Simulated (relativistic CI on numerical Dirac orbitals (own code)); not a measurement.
# Sensitivity of the levels of Sc11+ to α and to the nuclear radius

Method of calculation: Dirac-Coulomb-Breit CI, KLI orbitals optimised for each configuration, derivatives by finite differences, unscaled Slater integrals, QED left out (own radial code, finite nucleus).

Configuration list (outside the closed core 1s2): 2s2 2p6, 2s2 2p5 3s, 2s2 2p5 3p, 2s2 2p5 3d, 2s 2p6 3s, 2s 2p6 3p, 2s 2p6 3d, 2s2 2p4 3s2. Levels of other configurations are missing.

With x = (α/α₀)² − 1 an excitation energy changes as ω = ω₀ + qx; K = 2q/ω₀ is the relative enhancement. Terms are leading LS components, so labels can repeat. The field-shift factor is F = δν/δ⟨r²⟩ for the transition from the lowest level.

Lowest level 2s2 2p6 1S_0.

| Level | ω₀ (cm⁻¹) | q (cm⁻¹) | K | F (GHz/fm²) |
| --- | --- | --- | --- | --- |
| 2s2 2p5 3s 3P°_2 | 3226267 | -17220 | -0.0107 | 10.6 |
| 2s2 2p5 3s 3P°_1 | 3236755 | -14490 | -0.00895 | 10.6 |
| 2s2 2p5 3s 3P°_0 | 3263734 | 20680 | 0.0127 | 10.6 |
| 2s2 2p5 3s 1P°_1 | 3272656 | 17990 | 0.011 | 10.6 |
| 2s2 2p5 3p 3S_1 | 3392744 | -6007 | -0.00354 | 4.06 |
| 2s2 2p5 3p 3D_2 | 3419401 | -13290 | -0.00777 | 4.28 |
| 2s2 2p5 3p 3D_3 | 3420445 | -6932 | -0.00405 | 4.27 |
| 2s2 2p5 3p 3D_1 | 3429736 | -7880 | -0.0046 | 4.29 |
| 2s2 2p5 3p 3P_2 | 3437454 | -6698 | -0.0039 | 4.3 |
| 2s2 2p5 3p 3D_1 | 3455629 | 20880 | 0.0121 | 4.28 |
| 2s2 2p5 3p 3P_0 | 3456723 | 9870 | 0.00571 | 4.31 |
| 2s2 2p5 3p 1D_2 | 3467189 | 29580 | 0.0171 | 4.27 |
| 2s2 2p5 3p 3P_1 | 3467257 | 26250 | 0.0151 | 4.28 |
| 2s2 2p5 3p 1S_0 | 3580418 | 8080 | 0.00451 | 4.35 |
| 2s2 2p5 3d 3P°_0 | 3656320 | -6149 | -0.00336 | 4.5 |
| 2s2 2p5 3d 3P°_1 | 3660099 | -3976 | -0.00217 | 4.51 |
| 2s2 2p5 3d 3P°_2 | 3667730 | -301.9 | -0.000165 | 4.53 |
| 2s2 2p5 3d 3F°_4 | 3671257 | -5831 | -0.00318 | 4.67 |
| 2s2 2p5 3d 3F°_3 | 3676342 | -5167 | -0.00281 | 4.67 |
| 2s2 2p5 3d 3F°_2 | 3684791 | -2831 | -0.00154 | 4.67 |
| 2s2 2p5 3d 3D°_3 | 3690490 | -5266 | -0.00285 | 4.68 |
| 2s2 2p5 3d 3D°_1 | 3709000 | 6962 | 0.00375 | 4.67 |
| 2s2 2p5 3d 3F°_2 | 3715833 | 27990 | 0.0151 | 4.66 |

At this charge energies of transitions that change n are usually good to better than 1 %, and those within a shell (Δn = 0) to a few per cent.
